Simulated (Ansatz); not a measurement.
Program: Ansatz 0.2.0.

A structure relaxed at PBE0-D4/def2-TZVP, charge 0, multiplicity 1:

Cartesian coordinates in Å:
```
C 1.444 -1.243 -0.075
Ga -0.034 0.057 0.126
C -1.544 -0.063 -1.145
B 0.032 1.524 1.619
Cl 0.791 3.067 1.263
H 2.314 -0.732 -0.501
H 1.757 -1.654 0.887
H 1.176 -2.064 -0.742
H -2.118 0.862 -1.220
H -1.192 -0.347 -2.139
H -2.225 -0.851 -0.807
H -0.399 1.445 2.733
```

(1) Give its formula and SMILES.

(2) Summarise the bond lengths by kind.

Results:

(1) C2H7BClGa, `[CH3][Ga]([CH3])[BH]Cl`.

(2) 2 × C–Ga 1.978 to 1.979 Å; 6 × C–H 1.091 to 1.095 Å; 1 × B–Ga 2.094 Å; 1 × B–Cl 1.755 Å; 1 × B–H 1.197 Å.
